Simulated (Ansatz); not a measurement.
All numbers were calculated with Ansatz.

A structure relaxed at PBE0-D4/def2-TZVP, charge 0, multiplicity 1:

| atom | x (Å) | y (Å) | z (Å) |
| --- | --- | --- | --- |
| C1 | -1.261 | -1.777 | -0.219 |
| Si2 | 0.476 | -1.066 | -0.255 |
| Si3 | 0.437 | 1.256 | 0.012 |
| O4 | 1.983 | 1.791 | 0.219 |
| O5 | -0.520 | 1.520 | 1.329 |
| H6 | -1.240 | -2.865 | -0.318 |
| H7 | -1.864 | -1.373 | -1.034 |
| H8 | -1.751 | -1.525 | 0.723 |
| H9 | 1.304 | -1.661 | 0.832 |
| H10 | 1.140 | -1.383 | -1.552 |
| H11 | -0.136 | 2.008 | -1.149 |
| H12 | 2.207 | 2.655 | -0.128 |
| H13 | -0.775 | 2.419 | 1.538 |

Task: Give its formula and SMILES.

Result: CH8O2Si2, `C[SiH2][SiH](O)O`.

Task: Point group (tolerance 0.08 Å, 0.16 Å for H)?

Result: C1.

Task: Summarise the bond lengths by kind.

Result: 1 × C–Si 1.877 Å; 3 × C–H 1.092 Å; 1 × Si–Si 2.337 Å; 3 × H–Si 1.490 to 1.498 Å; 2 × O–Si 1.649 to 1.650 Å; 2 × H–O 0.958 Å.
